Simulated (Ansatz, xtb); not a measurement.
# Relative energy of two isomers of C4H7F3Si

Structure a: `FC(F)(F)[C@@H]1CC[SiH2]1`, a singlet. Structure b: `C=C[SiH2]CC(F)(F)F`, a singlet. Both are isolated molecules in the gas phase, relaxed with B3LYP-D3(BJ)/def2-SVP, each in the lowest conformer that the search found.

Quicker runs give these differences E(b) − E(a): GFN2-xTB +15.41 kcal/mol; HF/STO-3G +18.57 kcal/mol (at GFN2-xTB geometries); r2SCAN-D4/def2-SVP +1.43 kcal/mol (at GFN2-xTB geometries).

Problem. Estimate E(b) − E(a) at the level CCSD(T)/def2-SVP + ΔMP2/def2-TZVPP.

Solution. Not settled: CCSD(T)/def2-SVP + ΔMP2/def2-TZVPP gives E(b) − E(a) = −1.11 kcal/mol, but this leans on the basis-set step: CCSD(T) alone gives +0.05 kcal/mol.

Level by level:

```json
{"level": "GFN2-xTB", "geometry": "GFN2-xTB", "E(b) − E(a) (kcal/mol)": "+15.41", "departure from the last row (kcal/mol)": "+16.52", "job, with rough time for the two": "optimisation, 0.28 s"}
{"level": "HF/STO-3G", "geometry": "GFN2-xTB", "E(b) − E(a) (kcal/mol)": "+18.57", "departure from the last row (kcal/mol)": "+19.68", "job, with rough time for the two": "single point, 0.46 s"}
{"level": "r2SCAN-D4/def2-SVP", "geometry": "GFN2-xTB", "E(b) − E(a) (kcal/mol)": "+1.43", "departure from the last row (kcal/mol)": "+2.54", "job, with rough time for the two": "single point, 4.7 s"}
{"level": "B3LYP-D3(BJ)/def2-SVP", "geometry": "B3LYP-D3(BJ)/def2-SVP", "E(b) − E(a) (kcal/mol)": "−0.61", "departure from the last row (kcal/mol)": "+0.49", "job, with rough time for the two": "optimisation, 73 s"}
{"level": "HF/def2-SVP", "geometry": "B3LYP-D3(BJ)/def2-SVP", "E(b) − E(a) (kcal/mol)": "−4.78", "departure from the last row (kcal/mol)": "−3.68", "job, with rough time for the two": "part of the CCSD(T) run"}
{"level": "MP2/def2-SVP", "geometry": "B3LYP-D3(BJ)/def2-SVP", "E(b) − E(a) (kcal/mol)": "+2.40", "departure from the last row (kcal/mol)": "+3.50", "job, with rough time for the two": "part of the CCSD(T) run"}
{"level": "CCSD(T)/def2-SVP", "geometry": "B3LYP-D3(BJ)/def2-SVP", "E(b) − E(a) (kcal/mol)": "+0.05", "departure from the last row (kcal/mol)": "+1.16", "job, with rough time for the two": "single point"}
{"level": "CCSD(T)/def2-SVP + ΔMP2/def2-TZVPP", "geometry": "B3LYP-D3(BJ)/def2-SVP", "E(b) − E(a) (kcal/mol)": "−1.11", "departure from the last row (kcal/mol)": "", "job, with rough time for the two": "single point, 2.1 min"}
```

As drawn, b has 1 C=C in place of 2 C–C. Structure a has a 4-membered ring, b no ring.

GFN2-xTB, HF/STO-3G, r2SCAN-D4/def2-SVP, MP2/def2-SVP put the two in the other order. CCSD(T)/def2-SVP finds them nearly level. The largest departure from CCSD(T)/def2-SVP + ΔMP2/def2-TZVPP is that of HF/STO-3G, 19.68 kcal/mol. The last row adds to CCSD(T) the change of the MP2 difference between the two basis sets, here −1.16 kcal/mol.

With thermal terms from frequencies at re-optimised GFN2-xTB minima (ideal gas, soft modes damped towards free rotors, one conformer each, 298.15 K, 1 atm): on the last row, ΔE + ΔZPE = −3.08, ΔH = −2.29, ΔG = −4.13 kcal/mol.

The correlated steps freeze 12 core orbitals. Mirror images aren't counted in ΔG. Codes used: Ansatz 0.2.0, xtb 6.7.1; the last row on 4 threads of Arm Neoverse V1 on a shared host.
